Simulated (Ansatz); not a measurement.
Ideal-gas functions of BFGeH4S (`F[BH][GeH2][SH]`) at 500 K and 1 bar, from an Ansatz frequency run at PBE0-D4/def2-TZVP.

Molar mass 138.52 g/mol, point group C1 (symmetry number 1), electronic degeneracy 1, moments of inertia 96.971, 245.245, 316.977 u Å². Harmonic wavenumbers (cm⁻¹, unscaled): 39, 105, 171, 226, 392, 415, 546, 632, 680, 787, 798, 862, 1098, 1317, 2137, 2164, 2603, 2712.

Use S(trans) = R[1.5 ln M + 2.5 ln T − 1.1517]; rotational temperatures θ = 24.2544 K / I; S(rot) = R[ln(√π/σ · √(T³/θAθBθC)) + 1.5]; for each mode x = 1.438777 ν̃/T, S = R[x/(eˣ − 1) − ln(1 − e⁻ˣ)] and H = RT x/(eˣ − 1); 1 cm⁻¹ = 0.0119627 kJ/mol; R = 8.31446 J/(mol·K).

Question: By hand: the entropy, in J/(mol·K).

Answer: Translation 181.1. Rotation: θ = 0.2501, 0.0989, 0.0765 K, giving 120.8. Vibration, mode by mode: 26.50, 18.30, 14.29, 12.04, 7.74, 7.32, 5.36, 4.40, 3.94, 3.09, 3.02, 2.61, 1.53, 0.92, 0.13, 0.12, 0.04, 0.03, in all 111.4. Electronic 0.0. Sum 413.3 J/(mol·K).

Question: By hand: H − E and G − E in kJ/mol, counted from the electronic energy.

Answer: Zero-point energy ½ × 17684 × 0.0119627 = 105.8; thermal vibration 26.8; translation, rotation and pV give 4 RT = 16.6. H − E = 149.2 kJ/mol, and G − E = 149.2 − 500 × 413.3/1000 = -57.5 kJ/mol.

Vibration gives 27 % of the entropy, 44.8 J/(mol·K) of it from the modes under 150 cm⁻¹: soft modes count most, and the harmonic formula is weakest for them. The sum counts one conformer and one mirror image; others add a mixing term.
